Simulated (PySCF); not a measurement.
H₃Cl₃HfOSi, singlet, geometry from GFN2-xTB (such geometries of metal compounds can be far from the true shape) (core potentials on Hf); DF-SVWN5/def2-SVP (PySCF).

Input for PySCF:
```python
from pyscf import gto, scf, dft

mol = gto.M(
    atom='''
Hf    0.16198422    0.08986631    0.15434697
Cl    1.67669179    1.12473129    1.46639015
Cl   -0.93563556   -1.30710791    1.53279462
Cl   -1.24341668    1.69597803   -0.55096803
O     0.65066792   -0.87100724   -1.35901133
Si   -0.43731869   -1.45667371   -2.41454629
H    -1.74287364   -1.54049122   -1.70426651
H     0.05106640   -2.77486407   -2.80862422
H    -0.51381059   -0.52475309   -3.54403733
''',
    basis='def2-svp',
    ecp={'Hf': 'def2-svp'},
    verbose=4,
)

mf = dft.RKS(mol)
mf.xc = 'lda,vwn'
mf = mf.density_fit(auxbasis='def2-universal-jkfit')
mf.kernel()
mf.analyze()
```

It wrote (shortened):

```
PySCF version 2.14.0

[INPUT] verbose = 4
[INPUT] num. atoms = 9
[INPUT] num. electrons = 88
[INPUT] charge = 0
[INPUT] spin (= nelec alpha-beta = 2S) = 0
[INPUT] symmetry False subgroup None
[INPUT] Mole.unit = angstrom
[INPUT] Symbol           X                Y                Z      unit          X                Y                Z       unit  Magmom
[INPUT]  1 Hf     0.161984220000   0.089866310000   0.154346970000 AA    0.306105812301   0.169822713725   0.291673501456 Bohr   0.0
[INPUT]  2 Cl     1.676691790000   1.124731290000   1.466390150000 AA    3.168488278407   2.125434101829   2.771075775260 Bohr   0.0
[INPUT]  3 Cl    -0.935635560000  -1.307107910000   1.532794620000 AA   -1.768094960804  -2.470075965153   2.896562037007 Bohr   0.0
[INPUT]  4 Cl    -1.243416680000   1.695978030000  -0.550968030000 AA   -2.349716983916   3.204933989979  -1.041178680091 Bohr   0.0
[INPUT]  5 O      0.650667920000  -0.871007240000  -1.359011330000 AA    1.229584166840  -1.645965136113  -2.568159213881 Bohr   0.0
[INPUT]  6 Si    -0.437318690000  -1.456673710000  -2.414546290000 AA   -0.826412553254  -2.752714364754  -4.562831203185 Bohr   0.0
[INPUT]  7 H     -1.742873640000  -1.540491220000  -1.704266510000 AA   -3.293553849324  -2.911106503097  -3.220596947168 Bohr   0.0
[INPUT]  8 H      0.051066400000  -2.774864070000  -2.808624220000 AA    0.096501510167  -5.243733125196  -5.307530562620 Bohr   0.0
[INPUT]  9 H     -0.513810590000  -0.524753090000  -3.544037330000 AA   -0.970961295001  -0.991639623119  -6.697259928935 Bohr   0.0

nuclear repulsion = 561.026757176943
number of shells = 59
number of NR pGTOs = 246
number of NR cGTOs = 133
basis = def2-svp
ecp = {'Hf': 'def2-svp'}

******** <class 'pyscf.df.df_jk.DFRKS'> ********
method = DFRKS
initial guess = minao
damping factor = 0
level_shift factor = 0
DIIS = <class 'pyscf.scf.diis.CDIIS'>
diis_start_cycle = 1
diis_space = 8
diis_damp = 0
SCF conv_tol = 1e-09
SCF conv_tol_grad = None
SCF max_cycles = 50
direct_scf = False
XC library pyscf.dft.libxc version 7.1.2
    S. Lehtola, C. Steigemann, M. J. T. Oliveira, and M. A. L. Marques,  SoftwareX 7, 1–5 (2018)
XC functionals = lda,vwn
    P. A. M. Dirac,  Math. Proc. Cambridge Philos. Soc. 26, 376 (1930)
    F. Bloch,  Z. Phys. 57, 545 (1929)
    S. H. Vosko, L. Wilk, and M. Nusair,  Can. J. Phys. 58, 1200 (1980)
radial grids:
    Treutler-Ahlrichs [JCP 102, 346 (1995); DOI:10.1063/1.469408] (M4) radial grids

becke partition: Becke, JCP 88, 2547 (1988); DOI:10.1063/1.454033
pruning grids: <function nwchem_prune>
grids dens level: 3
symmetrized grids: False
atomic radii adjust function: <function treutler_atomic_radii_adjust>
small_rho_cutoff = 0
Set gradient conv threshold to 3.16228e-05
Initial guess from minao.
tot grids = 143120
init E= -1776.30240048224
  HOMO = -0.444415578870149  LUMO = -0.369259635415799  gap/eV = 2.04510
cycle= 1 E= -1787.94157708772  delta_E= -11.6  |g|= 1.63  |ddm|= 7.91
  HOMO = 0.00290953185605618  LUMO = 0.00993965842054974  gap/eV = 0.19130
cycle= 2 E= -1784.13698052943  delta_E=  3.8  |g|= 4.07  |ddm|= 7.43
  HOMO = -0.26769065466215  LUMO = -0.0360365204760059  gap/eV = 6.30363
cycle= 3 E= -1788.34934269825  delta_E= -4.21  |g|= 0.995  |ddm|= 6.55
  HOMO = -0.272637828744399  LUMO = -0.107898552548378  gap/eV = 4.48278
cycle= 4 E= -1788.48339414484  delta_E= -0.134  |g|= 0.79  |ddm|= 1.61
  HOMO = -0.295089195510592  LUMO = -0.0861718206465494  gap/eV = 5.68493
cycle= 5 E= -1788.61220056715  delta_E= -0.129  |g|= 0.0674  |ddm|= 0.593
  HOMO = -0.292761270657252  LUMO = -0.0861845215465877  gap/eV = 5.62124
cycle= 6 E= -1788.61326870437  delta_E= -0.00107  |g|= 0.041  |ddm|= 0.133
  HOMO = -0.294857143428293  LUMO = -0.0854374310521984  gap/eV = 5.69860
cycle= 7 E= -1788.61367866826  delta_E= -0.00041  |g|= 0.0106  |ddm|= 0.0499
  HOMO = -0.295220104182522  LUMO = -0.0854512549478015  gap/eV = 5.70810
cycle= 8 E= -1788.61370505166  delta_E= -2.64e-05  |g|= 0.00338  |ddm|= 0.0149
  HOMO = -0.295324474177268  LUMO = -0.085426099909531  gap/eV = 5.71163
cycle= 9 E= -1788.61370831468  delta_E= -3.26e-06  |g|= 0.000819  |ddm|= 0.00469
  HOMO = -0.295351438299011  LUMO = -0.085401142699929  gap/eV = 5.71304
cycle= 10 E= -1788.61370848372  delta_E= -1.69e-07  |g|= 0.000175  |ddm|= 0.000975
  HOMO = -0.295347115469812  LUMO = -0.0853957504283754  gap/eV = 5.71307
cycle= 11 E= -1788.61370849285  delta_E= -9.12e-09  |g|= 3.06e-05  |ddm|= 0.000226
  HOMO = -0.295344177455196  LUMO = -0.0853896247288805  gap/eV = 5.71315
cycle= 12 E= -1788.61370849275  delta_E= 9.37e-11  |g|= 3.56e-05  |ddm|= 6.58e-05
  HOMO = -0.29534543893207  LUMO = -0.0853934322918481  gap/eV = 5.71309
cycle= 13 E= -1788.6137084931  delta_E= -3.45e-10  |g|= 3.93e-06  |ddm|= 4.12e-05
  HOMO = -0.295345091717702  LUMO = -0.0853934979314151  gap/eV = 5.71307
Extra cycle  E= -1788.61370849308  delta_E= 1.18e-11  |g|= 1.02e-05  |ddm|= 1.19e-05
converged SCF energy = -1788.61370849308
**** SCF Summaries ****
Total Energy =                       -1788.613708493084232
Nuclear Repulsion Energy =             561.026757176942738
One-electron Energy =                -3610.533741419850230
Two-electron Energy =                 1260.893275749823488
Two-electron Coulomb Energy =         1376.069767364601375
DFT Exchange-Correlation Energy =     -115.176491614777873
HOMO-LUMO gap [eV] =                     5.713073864032896
**** MO energy ****
MO #1   energy= -100.285169128151  occ= 2
MO #2   energy= -100.281822365915  occ= 2
MO #3   energy= -100.279483634335  occ= 2
MO #4   energy= -65.1388259052129  occ= 2
MO #5   energy= -18.6361623987042  occ= 2
MO #6   energy= -9.15017305617492  occ= 2
MO #7   energy= -9.14693854265527  occ= 2
MO #8   energy= -9.14440653562967  occ= 2
MO #9   energy= -7.01065618978526  occ= 2
MO #10  energy= -7.0084529219998   occ= 2
MO #11  energy= -7.00823503026     occ= 2
MO #12  energy= -7.00745043680923  occ= 2
MO #13  energy= -7.00529911574157  occ= 2
MO #14  energy= -7.00487197761865  occ= 2
MO #15  energy= -7.00480235685782  occ= 2
MO #16  energy= -7.00271446727043  occ= 2
MO #17  energy= -7.00249605724502  occ= 2
MO #18  energy= -5.05999976662639  occ= 2
MO #19  energy= -3.50670951174726  occ= 2
MO #20  energy= -3.50274606366981  occ= 2
MO #21  energy= -3.50231819290064  occ= 2
MO #22  energy= -2.3666835121964   occ= 2
MO #23  energy= -1.27695242175808  occ= 2
MO #24  energy= -1.26703051193651  occ= 2
MO #25  energy= -1.26634897200745  occ= 2
MO #26  energy= -0.889594162611999 occ= 2
MO #27  energy= -0.752190542763978 occ= 2
MO #28  energy= -0.741568529133739 occ= 2
MO #29  energy= -0.73906923101002  occ= 2
MO #30  energy= -0.514657061998619 occ= 2
MO #31  energy= -0.408232403223917 occ= 2
MO #32  energy= -0.394022246713845 occ= 2
MO #33  energy= -0.392100426364142 occ= 2
MO #34  energy= -0.364623066680174 occ= 2
MO #35  energy= -0.35037871902027  occ= 2
MO #36  energy= -0.34510995731075  occ= 2
MO #37  energy= -0.337093331389544 occ= 2
MO #38  energy= -0.332766558301826 occ= 2
MO #39  energy= -0.326164012777357 occ= 2
MO #40  energy= -0.309386546123394 occ= 2
MO #41  energy= -0.305119642672588 occ= 2
MO #42  energy= -0.297792817049204 occ= 2
MO #43  energy= -0.296898861795592 occ= 2
MO #44  energy= -0.295345091717702 occ= 2
MO #45  energy= -0.0853934979314151 occ= 0
MO #46  energy= -0.0705661424830912 occ= 0
MO #47  energy= -0.0529187189463587 occ= 0
MO #48  energy= -0.0446570852538574 occ= 0
MO #49  energy= -0.0428043544931836 occ= 0
MO #50  energy= -0.0246859357076869 occ= 0
MO #51  energy= 0.00617871097025134 occ= 0
MO #52  energy= 0.0176763537513067 occ= 0
Dipole moment(X, Y, Z, Debye): -0.05843, -0.95468, -1.68316
```
